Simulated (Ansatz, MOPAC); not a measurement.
System: BHF, net charge 0, doublet state. SMILES: F[BH]

Atoms: B1, F2, H3. Bonds: B1-F2, B1-H3.

Bond lengths (Å) and angles (degrees) optimised at AM1 with MOPAC; HF/STO-3G with Ansatz (a program for electronic structure); PBE/6-31G* with Ansatz; B3LYP/6-31G* with Ansatz, each started from the B3LYP-D3(BJ)/def2-TZVP structure (Ansatz) of the last column. A row stands for all coordinates that are equal there. 6-31G* holds six Cartesian d functions. No wavenumbers were computed at HF/STO-3G, PBE/6-31G*, so these may be saddle points.

```tsv
coordinate	AM1	HF/STO-3G	PBE/6-31G*	B3LYP/6-31G*	B3LYP-D3(BJ)/def2-TZVP
B1-F2	1.281	1.291	1.317	1.309	1.305
B1-H3	1.215	1.171	1.219	1.207	1.203
F2-B1-H3	126.9	120.6	120.5	120.8	121.0
```

Mean signed difference of all 2 bond lengths from B3LYP-D3(BJ)/def2-TZVP: AM1 -0.006 Å, HF/STO-3G -0.023 Å, PBE/6-31G* 0.014 Å, B3LYP/6-31G* 0.005 Å.
